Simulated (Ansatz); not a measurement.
```yaml
crystal:
  periodic: [false, false, false]
  atoms:
    - {symbol: C, position_ang: [-0.457532, -1.913127, -0.028520]}
    - {symbol: C, position_ang: [-0.082804, -0.721974, -0.281992]}
    - {symbol: N, position_ang: [1.261955, -0.320628, 0.173559]}
    - {symbol: C, position_ang: [1.968362, -1.262098, 0.590355]}
    - {symbol: Al, position_ang: [0.675009, 1.467255, -0.276993]}
    - {symbol: C, position_ang: [0.262411, 2.981851, 0.821799]}
    - {symbol: Cl, position_ang: [1.675853, 2.107580, -2.259750]}
    - {symbol: N, position_ang: [-0.910127, 0.225781, -0.703501]}
    - {symbol: C, position_ang: [-2.180643, 0.206558, -1.256268]}
    - {symbol: H, position_ang: [-1.144904, -2.525255, 0.840399]}
    - {symbol: H, position_ang: [-0.039927, -2.765678, -0.100643]}
    - {symbol: H, position_ang: [-1.181799, -2.235844, -0.883108]}
    - {symbol: H, position_ang: [2.613458, -0.643783, 1.329051]}
    - {symbol: H, position_ang: [1.631618, -2.105468, 1.914412]}
    - {symbol: H, position_ang: [2.406467, -2.084623, -0.083237]}
    - {symbol: H, position_ang: [-0.051794, 2.347519, 1.920509]}
    - {symbol: H, position_ang: [1.717661, 3.283155, 1.332437]}
    - {symbol: H, position_ang: [0.072555, 3.430743, 0.696855]}
    - {symbol: H, position_ang: [-3.121518, -0.203791, -0.481088]}
    - {symbol: H, position_ang: [-2.360171, -0.459314, -2.262957]}
    - {symbol: H, position_ang: [-2.617908, 0.950387, -1.531546]}
basis:
  gaussian: {orbitals: aug-cc-pVDZ}
total_charge: 4
hamiltonian: {xc: {name: HF}}
output: {forces: true}
```

```sh
$ ansatz run in.yaml --threads 4 --pin off --events-out ev --progress --plain --max-ram 46080MiB --backend cuda --devices 0, --max-vram 37GiB
```

Shortened log:

```
Functional definition: HF
3195 factors; integrals over basis functions are off by at most 9.0e-4 eV
mean field evaluation 1: about -27253.9189 eV, gradient 1.2e2 eV
mean field evaluation 2: about -27253.9929 eV, gradient 1.2e2 eV
mean field evaluation 4: about -27286.1604 eV, gradient 5.5e1 eV
mean field evaluation 8: about -27295.0701 eV, gradient 3.5e0 eV
mean field evaluation 16: about -27295.3072 eV, gradient 5.4e-1 eV
mean field evaluation 64: about -27294.7247 eV, gradient 1.8e0 eV
mean field evaluation 96: about -27293.9394 eV, gradient 1.0e0 eV
mean field evaluation 128: about -27295.3562 eV, gradient 1.0e-1 eV
mean field evaluation 160: about -27295.3556 eV, gradient 1.7e-1 eV
mean field evaluation 416: about -27294.9015 eV, gradient 1.2e0 eV
mean field evaluation 512: about -27295.3446 eV, gradient 2.8e-1 eV
mean field evaluation 544: about -27295.3590 eV, gradient 1.4e-4 eV
mean field -27295.35898774 eV, -1003.0859413408 hartree, gradient 2.5e-5 eV, S^2 0.000000; 1 other end points of the search recorded, 0 dependent functions left out
reference -27295.35898774 eV, -1003.0859413408 hartree; 41, 41 occupied and 282, 282 virtual orbitals, 3195 factors
Total energy: -27295.35898774 eV, -1003.0859413408 hartree
Atom 0 at    -0.457532    -1.913127    -0.028520 Å, force   -10.904337    -9.149582     0.479587 eV/Å
Atom 1 at    -0.082804    -0.721974    -0.281992 Å, force     0.968611     6.539300    -0.960724 eV/Å
Atom 2 at     1.261955    -0.320628     0.173559 Å, force    -8.899442     2.649420    -2.703858 eV/Å
Atom 3 at     1.968362    -1.262098     0.590355 Å, force     7.019665    -0.073142     5.581746 eV/Å
Atom 4 at     0.675009     1.467255    -0.276993 Å, force     0.418525    -1.663085    -2.790426 eV/Å
Atom 5 at     0.262411     2.981851     0.821799 Å, force    68.787935  -147.981889    49.220033 eV/Å
Atom 6 at     1.675853     2.107580    -2.259750 Å, force    -0.654595     0.561432     1.197946 eV/Å
Atom 7 at    -0.910127     0.225781    -0.703501 Å, force     5.427935     2.253649     0.568530 eV/Å
Atom 8 at    -2.180643     0.206558    -1.256268 Å, force    -0.522610   -12.272603     2.624418 eV/Å
Atom 9 at    -1.144904    -2.525255     0.840399 Å, force     0.965535     3.228373    -1.055635 eV/Å
Atom 10 at    -0.039927    -2.765678    -0.100643 Å, force     5.956671    -5.586774    -0.801479 eV/Å
Atom 11 at    -1.181799    -2.235844    -0.883108 Å, force     0.394761     1.018972     1.252590 eV/Å
Atom 12 at     2.613458    -0.643783     1.329051 Å, force     1.185013    -2.428722    -1.463952 eV/Å
Atom 13 at     1.631618    -2.105468     1.914412 Å, force     0.015290     0.636178    -1.749490 eV/Å
Atom 14 at     2.406467    -2.084623    -0.083237 Å, force    -1.278587    -0.310712     0.941711 eV/Å
Atom 15 at    -0.051794     2.347519     1.920509 Å, force    -0.811587     1.375108    -3.904993 eV/Å
Atom 16 at     1.717661     3.283155     1.332437 Å, force    -3.210061    -0.636829    -2.273668 eV/Å
Atom 17 at     0.072555     3.430743     0.696855 Å, force   -65.089303   150.315671   -42.144775 eV/Å
Atom 18 at    -3.121518    -0.203791    -0.481088 Å, force     2.831763     0.220838    -1.651395 eV/Å
Atom 19 at    -2.360171    -0.459314    -2.262957 Å, force     1.080292     0.436746     2.511179 eV/Å
Atom 20 at    -2.617908     0.950387    -1.531546 Å, force    -3.681475    10.867653    -2.877345 eV/Å
Dipole moment:     0.402329    -0.726054     2.133847 e Å
```

In this input the charge is far from anything that the molecule holds. The calculation finished and met its thresholds. The result belongs to that input, not to the molecule as meant.
